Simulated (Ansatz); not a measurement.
`F[SiH2]C[SiH2]Cl` → `C[SiH2]Cl` + `F[SiH]` at 700 K and 1 bar (silylene formation by 1,1-elimination).

Gas-phase electronic energies from Ansatz, PBE0-D4/def2-TZVP geometries. CCSD(T)/CBS is the MP2 limit (def2-TZVPP, def2-QZVPP) plus CCSD(T) − MP2 in def2-TZVPP, frozen cores. This one scheme is used for every species. One conformer a species, not always the lowest.

| species | CCSD(T)/CBS energy (Eh) | H − E (kJ/mol) | S (J/(mol·K)) |
| --- | --- | --- | --- |
| `F[SiH2]C[SiH2]Cl` | -1179.52116 | 260.3 | 511.7 |
| `C[SiH2]Cl` | -789.97638 | 201.9 | 383.2 |
| `F[SiH]` | -389.46371 | 50.0 | 276.0 |

H − E and S are ideal-gas, rigid-rotor, harmonic terms from PBE0-D4/def2-TZVP, for one conformer and one mirror image of each species. 1 Eh = 2625.50 kJ/mol, R = 8.31446 J/(mol·K).

**Question.** By hand: ΔE, ΔH, ΔS and ΔG.

**Answer.** ΔE = (-789.97638) + (-389.46371) − (-1179.52116) = 0.08107 Eh = 212.8 kJ/mol. Δ(H − E) = 201.9 + 50.0 − 260.3 = -8.4, so ΔH = 204.4 kJ/mol. ΔS = 383.2 + 276.0 − 511.7 = 147.5 J/(mol·K). ΔG = 204.4 − 700 × (147.5)/1000 = 101.2 kJ/mol.

**Question.** By hand: the equilibrium constant, and the temperature at which ΔG would vanish if ΔH and ΔS stayed fixed.

**Answer.** log₁₀ K = −ΔG/(RT ln 10) = -7.6. ΔG = 0 at ΔH/ΔS = 1386 K.

The number of gas molecules changes by +1, which sets the sign of ΔS. A doubt of 5 kJ/mol in ΔE shifts log₁₀ K by 0.4 here. Other conformers and mirror images would add mixing entropy, several J/(mol·K) or more a flexible species. Modes under 60 cm⁻¹, often nearly free rotors, make the harmonic entropy too high. These are equilibria of isolated gas molecules and say nothing of rates. Largest T1 diagnostic: 0.015 (customary marks: 0.02 for closed shells, 0.045 for open ones).
